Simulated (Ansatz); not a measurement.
Born–Oppenheimer molecular dynamics of F₃H₃Si (7 atoms, charge 0, multiplicity 1). It starts at the highest image of a converged band. Of that band: Neighbouring images differ by up to 1.6 eV, so the band resolves the path poorly. A vibrational analysis at the climbing image gives one clearly imaginary mode, 1117i cm⁻¹: a first-order saddle point.

Computed with Ansatz 0.2.0, RKS CAM-B3LYP-D4/cc-pVDZ.

| Property | Result |
| --- | --- |
| ensemble | NVE (velocity Verlet) |
| time step | 0.5 fs |
| steps asked | 200 |
| starting velocities drawn for | 300 K |
| seed | 3650 |

First frame:

```xyz
7
Properties=species:S:1:pos:R:3
Si -0.071 0.355 -0.231
F 1.141 -0.354 1.043
F -1.183 0.237 -1.435
F -0.867 1.196 0.905
H 1.040 1.013 -0.931
H 0.343 -1.160 0.638
H -0.403 -1.286 0.010
```

How far do the bonds stretch over the last three quarters of this one trajectory? (Pairs bonded in most of those frames.)


```tsv
bond	mean (Å)	spread (Å)	shortest	longest
Si1–F3	1.641	0.022	1.61	1.68
Si1–F4	1.637	0.044	1.57	1.70
Si1–H5	1.481	0.008	1.47	1.49
Si1–H7	1.485	0.027	1.44	1.54
F2–H6	0.931	0.015	0.91	0.96
```

Mean temperature of the second half: 1707 K. The conserved energy stayed within 0.056 meV per atom of its start (net change -0.027 meV per atom), so the integration is sound. The system heated up, since it started high on the potential surface and ran downhill. A run of 0.1 ps of so small a system gives no equilibrium averages. The orbitals stay closed-shell, which can raise the energy where a bond breaks towards radicals; this wasn't checked here.

Run time: 4.6 min on 2 threads of Arm Neoverse V1, on a shared host, peak memory 0.18 GiB.
